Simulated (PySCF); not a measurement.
Vertical excitations of a molecule C₂H₅O, multiplicity 2 from PySCF with TDA-LC-ωPBE/def2-SVPD, as energy in eV (oscillator strength): 5.51 (0.005), 6.45 (0.027), 6.54 (0.004), 7.12 (0.002), 7.36 (0.013), 7.60 (0.013), 7.80 (0.008), 8.13 (0.005), 8.21 (0.012), 8.54 (0.019). Coordinates come from a PBE0-D3(BJ)/def2-TZVP optimisation. One conformer was computed; it need not be the lowest.

### Question
Which structure fits?
A. C[CH]O
B. CC[O]
C. [CH2]OC
D. [CH2]CO

### Answer
D, [CH2]CO
